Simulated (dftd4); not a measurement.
indium atom (In), doublet; D4 for revpbe in dftd4.

The dftd4 input:
```
$ dftd4 mol.xyz --func revpbe --charge 0 --json dftd4.json --noedisp --property

# file mol.xyz
1

In     0.00000000     0.00000000     0.00000000
```

The log (banner, timings and long lists left out):

```
                    ____  _____ _____     ____  _  _
      -------------|  _ \|  ___|_   _|---|  _ \| || |------------
     |             | | | | |_    | | ___ | | | | || |_           |
     |             | |_| |  _|   | ||___|| |_| |__   _|          |
     |             |____/|_|     |_|     |____/   |_|            |
     |             ===================================           |
     |            E. Caldeweyher, S. Ehlert & S. Grimme          |
     |          Mulliken Center for Theoretical Chemistry        |
     |                    University of Bonn                     |
      -----------------------------------------------------------

Rational (Becke-Johnson) damping: revpbe-D4-ATM
---------------------
  s6         1.0000
  s8         1.7468
  s9         1.0000
  a1         0.5363
  a2         3.0726
 alp        16.0000
--------------------

Atomic data, radii in Ångström:
------------------------------------------------------
   Z          R(cov)      r4/r2   hardness         EN
------------------------------------------------------
  49 In       1.7067     3.7153     0.2878     1.7800
------------------------------------------------------

Atomic reference systems (in atomic units):
----------------------------------------------------------------------------
   Z        #      CN     q+Z       C6(AA)   #      CN     q+Z       C6(AA)
----------------------------------------------------------------------------
  49 In     1  0.0000 21.0000     775.8850   2  0.8872 21.0639     675.5841
            3  1.7850 21.1081     409.7734   4  2.7042 21.1417     286.6101
----------------------------------------------------------------------------

Atomic properties (in atomic units):
----------------------------------------------------------------------------
     #    Z              CN          q      C6(AA)        C8(AA)   alpha(0)
----------------------------------------------------------------------------
     1   49 In       0.0000     0.0000    775.5987   114692.1963    72.8935
----------------------------------------------------------------------------

Molecular properties (in atomic units):
----------------------------------------
 molecular C6                 775.5987
 molecular C8              114692.1963
----------------------------------------

Dispersion energy:       0.0000000000000E+00 Eh

[Info] JSON dump of results written to 'dftd4.json'
```
